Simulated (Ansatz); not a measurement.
The cluster Na₆H₆, relaxed as a singlet with RKS PBE-D4/def2-SVP in Ansatz, starting from the GFN2-xTB geometry. Force threshold 0.02 eV/Å.

The structure comes from a short search, and lower isomers may exist.

Start:

```xyz
12

Na   -0.6446   -1.7957   -1.0979
Na   -1.1856    1.2215   -0.8499
Na    1.2923   -1.3727    2.4574
Na    1.2862    2.1421    0.6498
Na    1.0433    0.2585   -2.4308
Na   -1.3096   -0.3996    1.5587
H    -0.3136   -1.5095    2.2400
H     0.2619    1.6595   -1.5589
H    -1.7056   -0.2270   -0.1032
H    -0.0042   -1.0612   -2.4010
H     1.2525   -0.4392    0.0991
H     0.0269    1.5234    1.4366
```

| step | energy (eV) | largest force component (eV/Å) | SCF passes |
| --- | --- | --- | --- |
| 1 | -26561.9522 | 2.272 | 15 |
| 2 | -26564.1507 | 1.398 | 17 |
| 3 | -26565.3208 | 0.558 | 17 |
| 4 | -26565.7039 | 0.233 | 16 |
| 5 | -26565.7943 | 0.174 | 16 |
| 6 | -26565.8790 | 0.144 | 16 |
| 7 | -26565.9738 | 0.150 | 15 |
| 8 | -26566.0718 | 0.144 | 16 |
| 9 | -26566.1732 | 0.156 | 16 |
| 10 | -26566.2458 | 0.170 | 15 |
| 11 | -26566.3002 | 0.123 | 15 |
| 12 | -26566.3487 | 0.125 | 15 |
| 13 | -26566.4110 | 0.117 | 16 |
| 14 | -26566.4574 | 0.050 | 15 |
| 15 | -26566.4658 | 0.008 | 15 |
| 16 | -26566.4666 | 0.008 | 15 |

Force components are those of the run's own axes.

End:

Cartesian coordinates in Å:
```
Na -1.3156 -1.9190 -0.5783
Na -1.5436 1.7294 -0.6247
Na 1.5416 -1.7285 0.6195
Na 1.3123 1.9150 0.5812
Na 1.4490 0.0668 -1.9089
Na -1.4447 -0.0651 1.9090
H -0.3951 -1.9133 1.5540
H 0.3933 1.9118 -1.5546
H -2.4842 -0.1565 -0.1678
H 0.6347 -1.8887 -1.4994
H 2.4875 0.1575 0.1659
H -0.6351 1.8906 1.5040
```

Bonds formed: Na1–H7, Na2–H12, Na3–H10, Na3–H11, Na4–H11, Na5–H11 (atoms count from 1). Metal–metal contacts that move far: Na3–Na5 5.16 to 3.10 Å, Na1–Na3 4.07 to 3.10 Å.

The force fell under the threshold at step 15, but the optimiser went on. No frequencies were taken in this run, so the end may be a saddle point.

Run time 42 s (4 threads of Arm Neoverse N1 on a shared host).
